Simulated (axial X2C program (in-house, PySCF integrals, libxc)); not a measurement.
**Nuclear properties of SiSb⁺**

Calculated with an axial X2C code built on PySCF integrals: two-component X2C with atomic mean-field Coulomb and Gaunt terms, Gaussian nuclei, basis Sb dyall-cv3z, Si dyall-v3z with contracted cores.

R = 2.526 Å (near the PBE0 minimum at charge 1 of the determinant lowest at the starting distance; the state shown can have its own minimum elsewhere).

Determinant lowest in the PBE0 search, Ω = 1 (⟨Sz⟩ = 0.97, ⟨Lz⟩ = 0.03 at PBE0), spin on the atoms Sb 0.71, Si 0.26:

```json
{"level": "PBE0", "Eeff magnitude (GV/cm)": "1.14", "Ws magnitude Sb (kHz)": "0.855", "A∥/gI Sb (MHz)": "-695", "qzz Sb (a.u.)": "-7.00", "A∥/gI Si (MHz)": "-51.7", "qzz Si (a.u.)": "-1.82"}
{"level": "HF", "Eeff magnitude (GV/cm)": "2.22", "Ws magnitude Sb (kHz)": "1.5", "A∥/gI Sb (MHz)": "-903", "qzz Sb (a.u.)": "-4.16", "A∥/gI Si (MHz)": "-125", "qzz Si (a.u.)": "-1.96"}
{"level": "PBE50", "Eeff magnitude (GV/cm)": "1.42", "Ws magnitude Sb (kHz)": "1.04", "A∥/gI Sb (MHz)": "-737", "qzz Sb (a.u.)": "-6.60", "A∥/gI Si (MHz)": "-50.7", "qzz Si (a.u.)": "-1.92"}
{"level": "PBE", "Eeff magnitude (GV/cm)": "0.932", "Ws magnitude Sb (kHz)": "0.715", "A∥/gI Sb (MHz)": "-630", "qzz Sb (a.u.)": "-7.23", "A∥/gI Si (MHz)": "-60.3", "qzz Si (a.u.)": "-1.72"}
{"level": "BP86", "Eeff magnitude (GV/cm)": "1.01", "Ws magnitude Sb (kHz)": "0.763", "A∥/gI Sb (MHz)": "-614", "qzz Sb (a.u.)": "-7.18", "A∥/gI Si (MHz)": "-54.9", "qzz Si (a.u.)": "-1.72"}
```

Determinant 0.39 eV from it at PBE0 and this distance, Ω = 0 (closed shell), highest spinor 53% Sb p, 38% Si p, 3% Si s:

```
level  qzz Sb (a.u.)  qzz Si (a.u.)
 PBE0          -6.75          -1.88
   HF          -5.91          -2.20
PBE50          -6.52          -1.96
  PBE          -6.93          -1.80
 BP86          -6.90          -1.82
```

Eeff is the effective electric field on the electron electric dipole moment in this Ω state and Ws the scalar–pseudoscalar constant of the nucleus named (defined with the proton number Z and per Ω); A∥ (defined per Ω) follows by multiplying with gI = μI/(I μN); qzz is the electric field gradient, eQq0 = 234.96 MHz × Q/barn × qzz. The operators were transformed with the bare-nucleus X2C matrices; with these basis sets, hyperfine constants and field gradients can be off by tens of per cent, and where levels differ in sign neither size nor sign is settled.

Task: With gI(121Sb) = 1.3454, Q(121Sb) = -0.543 barn (g factors from the IAEA table of nuclear moments by Stone; Q from Pyykkö, Mol. Phys. 2018), turn the PBE0 values of the first state into constants in MHz.

Result: A∥(121Sb) = -695 × 1.3454 = -935 MHz; eQq0(121Sb) = 234.96 × (-0.543) × (-7.00) = 893 MHz.

Each state is one determinant with collinear spin, which with several unpaired electrons need not be a pure state. Unrestricted Hartree–Fock can overshoot spin polarisation at the nuclei. A closed determinant beside an open π² or δ² triplet, such as (π1/2)², mixes with its partner pair into the 0⁺ component of the triplet and ¹Σ⁺, so its energy is not that of a level, and 0⁺ can lie lowest. With several open shells hyperfine constants can be off by a factor of several. Where Eeff spreads by more than a factor of two the levels disagree and none is to be relied on. Open-shell Ω = 0 determinants with evenly filled partner blocks cannot be reached by this program, so the Ω shown need not be the lowest component. States lie within half an eV, so the first need not be the ground state. Further determinants of the search, some of them spin-mixed, are not shown. Where a field gradient or hyperfine factor spreads by more than a factor of two over the levels, a constant derived from it is not to be relied on. PBE0 term energies can be off by some tenths of an eV.
